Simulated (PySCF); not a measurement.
Electronic structure of Ga+ (gallium, charge +1) at the r2SCAN level

Configuration: [Ar] 3d10 4s2, closed-shell 1S. Computed with PySCF 2.14 in x2c-TZVPall, with scalar relativity by spin-free X2C-1e.

```json
{"Total energy": "-1943.570 hartree", "One-electron energy": "-2698.332 hartree", "Hartree (Coulomb) energy": "830.588 hartree", "Exchange-correlation energy": "-75.825 hartree", "⟨S²⟩": "0.0000", "⟨L²⟩": "0.000", "Sum of ⟨r⟩": "19.54 bohr", "Sum of ⟨r²⟩": "24.43 bohr²", "Langevin diamagnetic susceptibility": "-19.3 ×10⁻⁶ cm³/mol", "Time after the integrals": "1.6 s of wall time on 1 thread of Neoverse-N1 (shared host)"}
```

```json
{"shell": "1s", "electrons": "2", "mean orbital energy (hartree)": "-377.01240", "rms radius, mean of both spins (bohr)": "0.0561"}
{"shell": "2s", "electrons": "2", "mean orbital energy (hartree)": "-47.11868", "rms radius, mean of both spins (bohr)": "0.236"}
{"shell": "2p", "electrons": "6", "mean orbital energy (hartree)": "-40.99543", "rms radius, mean of both spins (bohr)": "0.211"}
{"shell": "3s", "electrons": "2", "mean orbital energy (hartree)": "-5.92127", "rms radius, mean of both spins (bohr)": "0.699"}
{"shell": "3p", "electrons": "6", "mean orbital energy (hartree)": "-4.05004", "rms radius, mean of both spins (bohr)": "0.736"}
{"shell": "3d", "electrons": "10", "mean orbital energy (hartree)": "-1.03097", "rms radius, mean of both spins (bohr)": "0.919"}
{"shell": "4s", "electrons": "2", "mean orbital energy (hartree)": "-0.60985", "rms radius, mean of both spins (bohr)": "2.38"}
```

Densities and radii are taken from the X2C orbitals without a picture-change correction, which distorts them close to the nucleus.
